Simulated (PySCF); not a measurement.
Nuclear quadrupole coupling in `CN(C1CC1)N1CCCC1`

Compound: C₈H₁₆N₂.
Structure used (GFN2-xTB), in Å, numbered top down from 1:
```
atom  x, y, z in Å
C1    -0.7568   -1.7414   -1.0154
N2    -0.8081   -0.4044   -0.4476
C3    -1.7887   -0.2999    0.5916
C4    -3.1533    0.1853    0.1986
C5    -2.2353    1.0745    0.9783
N6     0.4075    0.1768   -0.0614
C7     1.3534   -0.5952    0.7334
C8     2.6054    0.2893    0.7553
C9     2.4218    1.2653   -0.4239
C10    1.1792    0.7489   -1.1462
H11   -0.5625   -2.5248   -0.2675
H12   -1.7205   -1.9418   -1.4810
H13    0.0149   -1.7815   -1.7822
H14   -1.7337   -1.0556    1.3796
H15   -4.0129   -0.2389    0.6949
H16   -3.3107    0.4188   -0.8423
H17   -1.7698    1.8972    0.4612
H18   -2.4563    1.2693    2.0164
H19    0.9419   -0.7708    1.7294
H20    1.5873   -1.5699    0.2745
H21    2.6768    0.8326    1.6958
H22    3.5064   -0.3124    0.6427
H23    2.2404    2.2728   -0.0531
H24    3.2906    1.2913   -1.0789
H25    0.6014    1.5355   -1.6312
H26    1.4605    0.0016   -1.9079
```

Field gradients from the PBE0/pcSseg-1 density (PySCF, non-relativistic), principal values in atomic units, ordered |Vxx| ≤ |Vyy| ≤ |Vzz|:

```
atom     Vxx     Vyy      Vzz
  N2  0.5150  0.9874  -1.5023
  N6  0.5212  0.9708  -1.4920
```

**Question.** Find the asymmetry η = (Vxx − Vyy)/Vzz and the couplings χ = eQV/h (234.96 MHz × Q in barn × V in au), with Q(14N) = 0.02044 b.

**Answer.** 
```
atom         environment  nucleus     η  χzz (MHz)  χxx (MHz)  χyy (MHz)
  N2  hydrazine nitrogen      14N  0.31      -7.22       2.47       4.74
  N6  hydrazine nitrogen      14N  0.30      -7.17       2.50       4.66
```

The tensor is traceless: Vxx + Vyy + Vzz = 0.

**Question.** What is Vzz at N2 in SI units (1 au = 9.71736 × 10²¹ V/m²)?

**Answer.** -1.5023 au = -14.598 × 10²¹ V/m².

Were the hydrogens deuterons (Q(2H) = 0.00286 b), χzz would run from 189 kHz (H26 and H20) to 226 kHz (H17 and H16).

One conformer (not necessarily the lowest) at the GFN2-xTB geometry, without solvent, vibrations or thermal averaging. GFN2-xTB frequencies show an imaginary mode (21i cm⁻¹), so this geometry is no minimum at that level. GFN2-xTB bond lengths can be off by several hundredths of an ångström, more for odd bonds, and the gradients follow them. A larger basis could move these couplings by a tenth or more.

These values come from a run that also computed NMR shieldings. On x86-64 server, one thread, no GPU (shared host), this took 41 s.
